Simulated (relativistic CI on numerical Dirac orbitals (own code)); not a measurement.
Electric-dipole lines of Pm52+

These numbers are calculated, not measured: Dirac-Coulomb-Breit CI, orbitals from a KLI potential per configuration, model QED (radiative potential, 1s self-energy scaled to tabulated hydrogen-like ionisation energies), unscaled Slater integrals (own radial code, finite nucleus).

CI space (outside the closed core 1s2): 2s²2p⁵, 2s2p⁶, 2p⁶3s, 2p⁶3p, 2p⁶3d, 2s²2p⁴3s, 2s²2p⁴3p, 2s²2p⁴3d, 2s2p⁵3s, 2s2p⁵3p, 2s2p⁵3d, 2s²2p⁴4s, 2s²2p⁴4p, 2s²2p⁴4d, 2s²2p⁴4f, 2s2p⁵4s, 2s²2p³3s², 2s2p⁵4p, 2s2p⁵4d, 2s2p⁵4f, 2s²2p³3s3p, 2s²2p⁴5s, 2s²2p⁴5p, 2s²2p⁴5d, 2s²2p³3s3d, 2s²2p⁴5f, 2s²2p⁴5g, 2s²2p³3p², 2s²2p³3p3d, 2s2p⁴3s², 2s²2p³3d², 2s2p⁴3s3p, 2s2p⁴3s3d, 2s2p⁴3p², 2s2p⁵5s, 2s2p⁵5p. Levels of other configurations are missing.

| λ vac (Å) | Lower | Upper | A (s⁻¹) | gf | Branching (%) |
| --- | --- | --- | --- | --- | --- |
| 1.5578 | 2s²2p⁵ ²P°3/2 [1] | 2s²2p⁴4d ²D5/2 [133] | 3.06e+14 | 6.69e-01 | 84.7 |
| 1.8699 | 2s²2p⁵ ²P°1/2 [2] | 2s²2p⁴3d ²D3/2 [92] | 7.18e+14 | 1.51e+00 | 99.9 |
| 1.8745 | 2s²2p⁵ ²P°3/2 [1] | 2s²2p⁴3d ²P3/2 [51] | 6.82e+14 | 1.44e+00 | 99.8 |
| 1.8748 | 2s²2p⁵ ²P°3/2 [1] | 2s²2p⁴3d ²S1/2 [50] | 8.30e+14 | 8.75e-01 | 99.9 |
| 1.8752 | 2s²2p⁵ ²P°3/2 [1] | 2s²2p⁴3d ²F5/2 [49] | 6.18e+14 | 1.95e+00 | 99.9 |
| 1.8802 | 2s2p⁶ ²S1/2 [3] | 2s2p⁵3d ²P°3/2 [106] | 6.75e+14 | 1.43e+00 | 99.3 |
| 1.8803 | 2s2p⁶ ²S1/2 [3] | 2s2p⁵3d ²P°1/2 [105] | 9.79e+14 | 1.04e+00 | 99.5 |
| 1.8810 | 2s²2p⁵ ²P°3/2 [1] | 2s²2p⁴3d ⁴F5/2 [45] | 2.90e+14 | 9.23e-01 | 99.9 |
| 2.0324 | 2s²2p⁵ ²P°3/2 [1] | 2s²2p⁴3d ²D5/2 [25] | 5.06e+14 | 1.88e+00 | 100.0 |
| 2.0338 | 2s²2p⁵ ²P°1/2 [2] | 2s²2p⁴3d ²P1/2 [61] | 1.31e+15 | 1.62e+00 | 96.2 |
| 2.0355 | 2s²2p⁵ ²P°1/2 [2] | 2s²2p⁴3d ²D3/2 [60] | 1.20e+15 | 2.97e+00 | 97.7 |
| 2.0392 | 2s2p⁶ ²S1/2 [3] | 2s2p⁵3d ²P°3/2 [87] | 9.66e+14 | 2.41e+00 | 99.5 |
| 2.0402 | 2s²2p⁵ ²P°3/2 [1] | 2s²2p⁴3d ²P3/2 [24] | 8.18e+14 | 2.04e+00 | 100.0 |
| 2.0412 | 2s²2p⁵ ²P°3/2 [1] | 2s²2p⁴3d ²D5/2 [23] | 6.62e+14 | 2.48e+00 | 100.0 |
| 2.0536 | 2s2p⁶ ²S1/2 [3] | 2s2p⁵3d ²P°1/2 [84] | 1.20e+15 | 1.52e+00 | 99.7 |
| 5.4865 | 2s²2p⁴3s ⁴P5/2 [4] | 2s²2p⁴4p ⁴D°7/2 [119] | 2.05e+13 | 7.41e-01 | 82.0 |
| 5.6345 | 2s²2p⁴3p ²D°5/2 [8] | 2s²2p⁴4d ²F7/2 [126] | 4.47e+13 | 1.70e+00 | 81.2 |
| 6.0192 | 2s²2p⁴3p ²F°7/2 [38] | 2s²2p⁴4d ²G9/2 [173] | 5.59e+13 | 3.04e+00 | 99.7 |
| 6.0236 | 2s²2p⁴3p ²D°5/2 [10] | 2s²2p⁴4d ²F7/2 [129] | 4.42e+13 | 1.92e+00 | 78.7 |
| 6.0239 | 2s²2p⁴3p ⁴D°7/2 [11] | 2s²2p⁴4d ⁴F9/2 [130] | 5.59e+13 | 3.04e+00 | 99.7 |
| 6.0359 | 2s²2p⁴3p ²P°3/2 [14] | 2s²2p⁴4d ²D5/2 [145] | 4.88e+13 | 1.60e+00 | 27.2 |
| 6.2880 | 2s²2p⁴3d ²D3/2 [21] | 2s²2p⁴4f ²F°5/2 [146] | 8.70e+13 | 3.10e+00 | 75.1 |
| 6.2942 | 2s²2p⁴3d ⁴D3/2 [15] | 2s²2p⁴4f ⁴F°5/2 [136] | 6.09e+13 | 2.17e+00 | 52.2 |
| 6.2944 | 2s²2p⁴3d ²G7/2 [48] | 2s²2p⁴4f ²H°9/2 [184] | 1.06e+14 | 6.32e+00 | 93.1 |
| 6.3003 | 2s²2p⁴3d ⁴D5/2 [16] | 2s²2p⁴4f ⁴F°5/2 [136] | 4.79e+13 | 1.71e+00 | 41.0 |
| 6.3006 | 2s²2p⁴3d ⁴D5/2 [16] | 2s²2p⁴4f ²G°7/2 [135] | 7.73e+13 | 3.68e+00 | 66.8 |
| 6.3085 | 2s²2p⁴3d ²F7/2 [17] | 2s²2p⁴4f ²G°9/2 [134] | 1.05e+14 | 6.25e+00 | 91.6 |
| 6.3167 | 2s2p⁵3d ⁴F°7/2 [74] | 2s2p⁵4f ²G9/2 [260] | 9.52e+13 | 5.69e+00 | 83.3 |
| 6.3190 | 2s²2p⁴3d ⁴F5/2 [45] | 2s²2p⁴4f ⁴G°7/2 [178] | 9.25e+13 | 4.43e+00 | 80.3 |
| 6.3861 | 2s2p⁵3d ⁴F°9/2 [76] | 2s2p⁵4f ⁴G11/2 [264] | 1.08e+14 | 7.93e+00 | 94.8 |
| 6.3863 | 2s²2p⁴3d ⁴F7/2 [52] | 2s²2p⁴4f ⁴G°9/2 [181] | 1.10e+14 | 6.71e+00 | 96.8 |
| 6.3922 | 2s²2p⁴3d ²G9/2 [57] | 2s²2p⁴4f ²H°11/2 [189] | 1.12e+14 | 8.25e+00 | 99.8 |
| 6.3943 | 2s²2p⁴3d ²F7/2 [19] | 2s²2p⁴4f ²G°9/2 [141] | 9.85e+13 | 6.04e+00 | 86.7 |
| 6.3978 | 2s²2p⁴3d ⁴F9/2 [20] | 2s²2p⁴4f ⁴G°11/2 [140] | 1.12e+14 | 8.27e+00 | 99.8 |
| 6.4150 | 2s²2p⁴3d ²F5/2 [54] | 2s²2p⁴4f ⁴D°7/2 [183] | 9.56e+13 | 4.72e+00 | 84.5 |
| 6.4162 | 2s2p⁵3d ²F°7/2 [85] | 2s2p⁵4f ²G9/2 [283] | 1.10e+14 | 6.79e+00 | 92.6 |
| 6.4236 | 2s²2p⁴3d ²D5/2 [25] | 2s²2p⁴4f ²F°7/2 [147] | 1.07e+14 | 5.29e+00 | 93.8 |
| 6.4238 | 2s²2p⁴3d ²F7/2 [59] | 2s²2p⁴4f ²G°9/2 [193] | 9.43e+13 | 5.83e+00 | 83.7 |
| 6.4952 | 2s²2p⁴3d ²D5/2 [23] | 2s²2p⁴4f ²F°7/2 [142] | 8.06e+13 | 4.08e+00 | 70.8 |
| 6.5032 | 2s²2p⁴3d ²P3/2 [24] | 2s²2p⁴4f ²D°5/2 [144] | 6.23e+13 | 2.37e+00 | 54.5 |
| 14.232 | 2s²2p⁴4f ²G°9/2 [134] | 2s²2p⁴5g ²H11/2 [248] | 3.24e+13 | 1.18e+01 | 94.5 |
| 14.303 | 2s²2p⁴4f ²H°11/2 [189] | 2s²2p⁴5g ²I13/2 [365] | 3.37e+13 | 1.45e+01 | 99.2 |
| 14.313 | 2s²2p⁴4f ⁴G°11/2 [140] | 2s²2p⁴5g ⁴H13/2 [255] | 3.37e+13 | 1.45e+01 | 99.2 |
| 14.328 | 2s²2p⁴4f ²G°9/2 [141] | 2s²2p⁴5g ²H11/2 [252] | 2.86e+13 | 1.05e+01 | 81.8 |
| 47.263 | 2s²2p⁴3s ⁴P5/2 [4] | 2s²2p⁴3p ⁴D°7/2 [11] | 3.11e+11 | 8.34e-01 | 70.5 |

Terms are leading LS components. Brackets give the number of a level in order of energy, since labels repeat. The list gives strong lines, with weight on those to low levels, without lines whose two gauges differ by over a factor of 2.5, among the lowest 400 of 1235 levels, so that lines to higher ones, which can be the strongest, are missing. Levels whose partners in the same complex of configurations lie outside the list can be far off, and so can their lines. Rates are taken at the computed energies, electric ones in the length gauge.

At this charge energies of transitions that change n are usually good to better than 1 %, and those within a shell (Δn = 0) to a few per cent.

LS names give the leading component of a level, which can be under half, so a name can repeat, a term be missing and a line seem to break the LS rules.
